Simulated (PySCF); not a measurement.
# Solvent effects on NMR parameters

Structure with atom numbers: `[SiH3:1][O:2][c:3]1[cH:4][cH:5][cH:6][cH:7][cH:8]1`; H(Xn) means a hydrogen on atom n.

GIAO PBE0/pcSseg-1 in PySCF 2.14.0 with density-fitted response routines on one PBE0-D3(BJ)/def2-SVP conformer, non-relativistic, equivalent nuclei averaged. Solvents enter as an IEF-PCM continuum (chloroform with ε = 4.7, acetone with ε = 20.5) around the gas-phase geometry. Shifts are referred to TMS computed in the same medium.

Gas phase, δ in ppm: Si1 -36.9, C3 162.5, C5/C7 135.3, C6 126.1, C4/C8 121.6, H(C5)/H(C7) 7.39, H(C6) 7.07, H(C4)/H(C8) 6.93, H(Si1) 5.05. Dipole moment 0.82 D.

(1) How does each δ change in the continuum?

(2) Which nuclei move most (in ppm), and what does the model miss?

Answers

(1) 
```
      atoms                        environment  Δδ, chloroform  Δδ, acetone
        Si1           silicon bonded to O, 3 H            +1.6         +2.2
         C3     aromatic carbon bearing oxygen            +0.8         +1.0
      C5/C7                        aromatic CH            +1.2         +1.7
         C6                        aromatic CH            +1.0         +1.5
      C4/C8                        aromatic CH            +0.8         +1.1
H(C5)/H(C7)         hydrogen on an aromatic CH           +0.17        +0.24
      H(C6)         hydrogen on an aromatic CH           +0.16        +0.22
H(C4)/H(C8)         hydrogen on an aromatic CH           +0.15        +0.20
     H(Si1)  hydrogen on a silicon bonded to O           +0.01        +0.01
```

Changes are relative to the gas phase. The dipole moment becomes 1.03 D in chloroform, 1.13 D in acetone.

(2) Si1 (silicon bonded to O, 3 H, +2.2 ppm) in acetone. A continuum only polarises the solute; specific hydrogen bonds, the anisotropy of aromatic solvents and changes of geometry or conformer are outside it.
